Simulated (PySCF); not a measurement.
## NiC: from constants to spectrum

PBE constants of NiC, ³Π (triplet), unpaired electrons σ ↑, π ↑ (PySCF, no relativity, basis sets Ni def2-TZVPP, C def2-TZVPP; masses 57.9353 and 12.0000 u):

| Item | Value |
| --- | --- |
| ωe | 868.4 cm⁻¹ |
| ωexe | 6.2 cm⁻¹ |
| Be | 0.64488 cm⁻¹ |
| αe | 0.00590 cm⁻¹ |
| D (centrifugal) | 1.42e-06 cm⁻¹ |

Task: Give the vibrational terms G(v) and spacings up to v = 6.

Result: G(v) = ωe(v+½) − ωexe(v+½)².

| v | G(v) (cm⁻¹) | G(v) − G(v−1) | Bv (cm⁻¹) |
| --- | --- | --- | --- |
| 0 | 432.6 |  | 0.6419 |
| 1 | 1288.6 | 856.0 | 0.6360 |
| 2 | 2132.2 | 843.6 | 0.6301 |
| 3 | 2963.5 | 831.2 | 0.6242 |
| 4 | 3782.2 | 818.8 | 0.6183 |
| 5 | 4588.6 | 806.4 | 0.6124 |
| 6 | 5382.6 | 794.0 | 0.6065 |

De is left out where the level can put another filling of the metal’s s and d shells below the measured ground configuration, by anything from nothing to about 1 eV. With d or f electrons several states lie close, and the lowest PBE0 determinant need not be the measured ground state.
